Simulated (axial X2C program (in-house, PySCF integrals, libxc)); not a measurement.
The numbers below are computed, except where a source is named.
# PdC⁺: input and output

Program: an in-house all-electron X2C program for linear molecules (integrals from PySCF).

The run was started with this input:
```json
{"zs": [46, 6], "q": 1, "bas": ["dyall-cv3z", "dyall-v3z"], "levels": ["PBE0", "HF", "r2SCAN"], "cc": true, "r0": 1.84, "thr": -2.0, "nmax": 90, "npts": 10, "nst": 2, "ntry": 6}
```
```bash
python so2c.py task.json out
```

Keys: zs atomic numbers; q charge; bas basis sets; levels methods; cc coupled cluster on or off; r0 starting distance in Å; thr threshold in hartree for freezing inner shells (an s shell follows its p shell); nmax most natural virtual spinors; npts points on the curve; nst determinants followed; ntry starts of the search. HF also brings MP2.

Output of the HF step, two-component, at R = 1.690 Å for the state Ω = 1/2. It starts from PBE0 orbitals of this distance.

```
two-component X2C + atomic mean field  HF
basis functions 192  fitting functions 928  grid points 5073
iter        total energy     max residual
   1      -5078.133395961     4.16e-01
   2      -5078.161448614     2.25e-02
   3      -5078.161502659     2.31e-02
   4      -5078.166779233     4.96e-03
   5      -5078.167654760     3.45e-03
   6      -5078.168320690     2.53e-03
   7      -5078.168778109     2.38e-03
   8      -5078.169109933     2.19e-03
   9      -5078.169481379     2.15e-03
  10      -5078.169768366     2.12e-03
  11      -5078.169650089     2.15e-03
  12      -5078.168757473     2.35e-03
  13      -5078.167392203     2.32e-03
  14      -5078.167198552     2.48e-03
  15      -5078.167264542     2.82e-03
  16      -5078.167277334     2.60e-03
  17      -5078.168793460     2.35e-03
  18      -5078.168352538     2.16e-03
  19      -5078.169183976     3.17e-03
  20      -5078.168758503     1.29e-03
  21      -5078.167269716     5.80e-03
  22      -5078.167955543     5.24e-03
  23      -5078.168540863     1.77e-03
  24      -5078.168658301     2.59e-03
  25      -5078.168662515     2.43e-03
  26      -5078.168715404     2.39e-03
  27      -5078.168820838     1.71e-03
  28      -5078.168781626     1.71e-03
  29      -5078.168698046     1.31e-03
  30      -5078.168237555     1.10e-03
  31      -5078.168188160     4.89e-04
  32      -5078.168121350     3.37e-04
  33      -5078.168129199     2.82e-04
  34      -5078.168119451     1.87e-04
  35      -5078.168123559     1.25e-04
  36      -5078.168123409     1.24e-04
  37      -5078.168124127     1.50e-04
  38      -5078.168124626     1.35e-04
  39      -5078.168125480     1.02e-04
  40      -5078.168127528     6.77e-05
  41      -5078.168129133     6.65e-05
  42      -5078.168130599     4.03e-05
  43      -5078.168131567     2.29e-05
  44      -5078.168131936     1.80e-05
  45      -5078.168132008     1.05e-05
  46      -5078.168132021     9.33e-06
  47      -5078.168132031     6.37e-06
  48      -5078.168132035     3.03e-06
  49      -5078.168132036     1.38e-06
converged
one-electron -7157.62620199  Coulomb 2143.23873348  exact exchange -147.58164548  xc functional 0.00000000  nuclear repulsion 86.42184036  atomic mean-field constant -2.62085841
correlated 13  virtual 266  natural virtual 90  E(MP2) -0.517671025  MP2 remainder -0.030655975
iter   CCSD correlation   residual
   1     -0.425406783   2.65e-01
   2     -0.450859727   1.56e-01
   3     -0.460234679   5.99e-02
   4     -0.464497914   3.87e-02
   5     -0.467304583   2.09e-02
   6     -0.467821625   8.48e-03
   7     -0.467983325   5.54e-03
   8     -0.468115449   3.86e-03
   9     -0.468079877   2.99e-03
  10     -0.468189680   2.30e-03
  11     -0.468153907   1.71e-03
  12     -0.468188779   9.87e-04
  13     -0.468199958   5.49e-04
  14     -0.468208248   3.17e-04
  15     -0.468212805   1.72e-04
  16     -0.468219634   9.14e-05
  17     -0.468218820   4.28e-05
  18     -0.468220359   2.31e-05
  19     -0.468219918   1.50e-05
  20     -0.468219967   1.09e-05
  21     -0.468219852   9.00e-06
  22     -0.468219715   7.42e-06
  23     -0.468219448   5.89e-06
  24     -0.468219424   4.30e-06
  25     -0.468219252   3.00e-06
  26     -0.468219304   1.94e-06
  27     -0.468219276   1.13e-06
  28     -0.468219294   6.63e-07
(T) -0.030643332  T1 0.0968  D1 0.2158  max T2 0.081
```
Energies are in hartree; totals compare only within one Hamiltonian and basis. T1 is large, a sign of multireference character or of a spin-contaminated reference. Where the energy jumps back up, the SCF was restarted by another method. T1 in the output is the amplitude norm over the root of the electron number; divide by √2 for the Lee–Taylor value. The determinant is spin-polarised beyond a pure state at some levels (its spin-free form has ⟨S²⟩ too high), which makes Re and μ there less reliable.
